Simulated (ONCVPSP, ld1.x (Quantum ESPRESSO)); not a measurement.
Potentials for Si compared

Generated with ld1.x 7.5 (TM, RRKJ, ultrasoft, PAW), atompaw 4.2 or ONCVPSP 4.0.1. The cutoff is in Ry: for ld1.x and atompaw files where the sum of valence levels is converged to 10 mRy in a Bessel basis, for ONCV files where the hardest occupied wave has 1 mHa per electron of residual kinetic energy. The error is the largest all-electron minus pseudo excitation energy over each file’s own four to seven test configurations (ionisations up to +4, promotions, holes and added fractions of an electron), all of which were solved. The labels leave out finer settings (local radius, basis sizes, second energies), which also bear on the numbers. Spin-polarised tests are not counted. The rows are a selection from randomly drawn settings: files with unsolved tests, undetermined cutoffs or missed reference levels are left out.

A true bound ghost makes a file unfit for plane-wave use even where its test errors are small: the radial tests pick states by their node count and pass the ghost by.

| potential | cutoff (Ry) | largest error (meV) | bound ghosts |
| --- | --- | --- | --- |
| ONCV, Wu-Cohen, scalar-relativistic, rc 1.40/1.50 (sp), local smoothed, core correction no, reference 3s2 3p2, qcut 4.5/5.9, projectors 2/1 | 16 | +63 | s |
| TM, PBE, non-relativistic, rc 1.70/1.40 (sp), local s, core correction no, reference 3s2 3p2 | 45 | +67 | none |
| TM, PW91, scalar-relativistic, rc 1.25/1.55/1.50 (spd), local smoothed, core correction yes, reference 3s1.5 3p2.5 | 45 | +189 | none |

Problem. Fill in the row for Si: ONCV, PBEsol, scalar-relativistic, rc 0.80/1.05/0.90 (spd), local smoothed, core correction yes, reference 2s2 2p6 3s2 3p2, qcut 17.9/13.7/12.1, projectors 2/2/3.

Solution. cutoff 182 Ry, largest error +2.2 meV, bound ghosts: none.

Problem. Fill in the row for Si: ONCV, PBE, fully relativistic, rc 1.40/1.50/1.25 (spd), local smoothed, core correction yes, reference 3s2, qcut 4.3/5.9/9, projectors 2/2/1.

Solution. cutoff 20 Ry, largest error +47 meV, bound ghosts: none.

Problem. Fill in the row for Si: ONCV, PBEsol, scalar-relativistic, rc 1.40/2.25 (sp), local smoothed, core correction yes, reference 3s2 3p2, qcut 5.1/3, projectors 2/2.

Solution. cutoff 16 Ry, largest error -5.0 meV, bound ghosts: s.
